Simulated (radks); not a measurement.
Problem. The selenium anion Se2-, [Kr], held by a Watson sphere: a shell of charge +1.39 at radius R that stands for the Madelung well of a crystal (potential energy -1.39/R inside, -1.39/r outside, in hartree with lengths in bohr). Method: scalar-relativistic Kohn-Sham, PBE, spin-polarised, spherical densities, finite nucleus; Fermi nuclear charge, rms radius of each element as measured or else 0.836 A^(1/3) + 0.57 fm; computed with a radial shooting solver on a logarithmic mesh with Libxc functionals.

R (bohr)  e(3d) (eV)  e(4s) (eV)  e(4p) (eV)  <r> 4p (bohr)  sum of <r^2> (bohr^2)  X-ray form factor at sin(theta)/lambda = 0.1 1/angstrom
2.5          -46.589     -12.554      -2.564          2.476                  60.63                                                   32.435
2.99         -46.457     -11.950      -2.156          2.585                  65.17                                                   32.273
3.12         -46.425     -11.812      -2.045          2.612                  66.37                                                   32.235
3.21         -46.403     -11.721      -1.968          2.630                  67.20                                                   32.209
4.01         -46.161     -11.059      -1.331          2.779                  74.45                                                   32.023
4.87         -45.876     -10.560      -0.774          2.915                  82.28                                                   31.889

Estimate the row for R = 2.63 bohr.

Solution. e(3d) (eV) -46.547; e(4s) (eV) -12.379; e(4p) (eV) -2.459; <r> 4p (bohr) 2.506; sum of <r^2> (bohr^2) 61.84; X-ray form factor at sin(theta)/lambda = 0.1 1/angstrom 32.389.
